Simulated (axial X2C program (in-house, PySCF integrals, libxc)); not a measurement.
# Which molecule has these constants?

Computed with an in-house all-electron X2C program for linear molecules (integrals from PySCF), spin-free (one-electron X2C) or two-component (2c: spin–orbit coupling with atomic mean-field Coulomb and Gaunt terms, which also bring small scalar terms), in Dyall basis sets with cores contracted in-house; open shells are unrestricted.

A two-component PBE0 calculation in a Dyall 3-zeta basis gave Re = 2.634 Å, ωe = 204.1 cm⁻¹, dipole magnitude 4.67 D, Ω = 1/2.

Question: Which molecule is it?
A. NiH
B. NaNi
C. LiNi

Answer: B. The others have NiH 1.455 Å and 1997.3 cm⁻¹ (Ω = 5/2); LiNi 2.269 Å and 393.2 cm⁻¹ (Ω = 5/2).

Each entry is the lowest single determinant of a limited PBE0 search at one distance. De goes to single-determinant-based atoms at the same level (for ions the charge split of lowest energy) and is withheld (n/a) where an atom does not fit its ground term or J level. Main or longest-lived isotopes. One determinant is a doubtful description, or other states lie close, for NaNi, NiH, LiNi; these need not be ground states, and all values refer to the states named. The functionals have no current term, which raises determinants with orbital currents.
